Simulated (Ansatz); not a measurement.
Cost against result

Saddle point of SiH3Cl3O, singlet (SiH₂Cl₂O ([OH][SiH]([Cl])[Cl]) + HCl → SiHCl₃ ([Cl][SiH]([Cl])[Cl]) + H₂O; bonds formed: Si1–Cl7, O2–H6; bonds broken: Si1–O2, H6–Cl7), PBE0-D4/def2-TZVP structure:

```csv
atom,x (Å),y (Å),z (Å)
Si1,0.0779,0.6044,-0.2728
O2,-0.4801,-0.7808,0.6827
Cl3,-1.0079,0.8688,-1.9553
Cl4,-0.7855,1.9654,1.0698
H5,1.4685,1.0488,-0.2170
H6,0.1557,-1.5224,0.2280
Cl7,1.1489,-1.5017,-1.1747
H8,-0.5775,-0.6826,1.6393
```

Barriers are electronic and count from the start structure reached by relaxing down the imaginary mode.

Ansatz 0.2.0; basis: as named in each row; cores frozen in the correlated methods. B3LYP uses VWN-RPA correlation. Extrapolation: Hartree–Fock as exp(−7.88 √X), correlation as X^−2.97.

Times are rough, for one single point on 8 threads of a shared host (Arm Neoverse V2).

The estimate by CCSD(T) at an estimated basis limit (MP2 extrapolated from triple and quadruple zeta, plus CCSD(T) − MP2 in triple zeta) is 108.2 kJ/mol.

| method | basis | time (s) | barrier (kJ/mol) | method less estimate |
| --- | --- | --- | --- | --- |
| HF | STO-3G | under 1 | 40.6 | -67.6 |
| PBE-D4 | STO-3G | under 1 | -43.3 | -151.5 |
| SPW92 | def2-SVP | under 1 | 40.0 | -68.2 |
| B3LYP-D4 | 6-31G | under 1 | 61.1 | -47.1 |
| PBE-D4 | def2-SVP | under 1 | 72.4 | -35.7 |
| PBE0-D4 | def2-SVP | under 1 | 83.0 | -25.2 |
| SPW92 | def2-TZVPP | under 1 | 53.6 | -54.6 |
| PBE-D4 | def2-TZVPP | 1 | 84.6 | -23.6 |
| BLYP-D4 | def2-TZVPP | 1 | 103.3 | -4.9 |
| CCSD(T) | def2-SVP | 2 | 126.7 | 18.6 |
| B3LYP-D4 | def2-TZVPP | 2 | 108.8 | 0.6 |
| BHLYP-D4 | def2-TZVPP | 2 | 118.9 | 10.7 |
| CAM-B3LYP-D4 | def2-TZVPP | 2 | 111.2 | 3.1 |
| PBE0-D4 | def2-TZVPP | 2 | 93.5 | -14.6 |
| wB97M-V | def2-SVP | 2 | 86.9 | -21.2 |
| r2SCAN-D4 | def2-TZVPP | 2 | 93.3 | -14.8 |
| RPA on PBE | def2-TZVPP | 2 | 122.6 | 14.5 |
| B2PLYP | def2-TZVPP | 3 | 116.0 | 7.8 |
| PBE-QIDH | def2-TZVPP | 3 | 103.6 | -4.5 |
| r2SCAN0-D4 | def2-TZVPP | 3 | 98.6 | -9.6 |
| wB97X-V | def2-TZVPP | 4 | 107.0 | -1.2 |
| B97M-V | def2-TZVPP | 4 | 108.8 | 0.6 |
| wB97M-V | def2-TZVPP | 5 | 100.4 | -7.7 |
| MP2 | def2-QZVPP | 9 | 104.2 | -4.0 |
| CCSD(T) | def2-TZVPP | 65 | 118.0 | 9.8 |

All methods are single points on the PBE0-D4 structures; a negative value means that the method puts the saddle structure below the start.

T1 diagnostic: at most 0.010.

Hydrogen chloride, the by-product of chloride precursors, can attack films and sites by steps of this kind.

Labels in which every atom is bracketed show which atoms are joined, not bond orders.
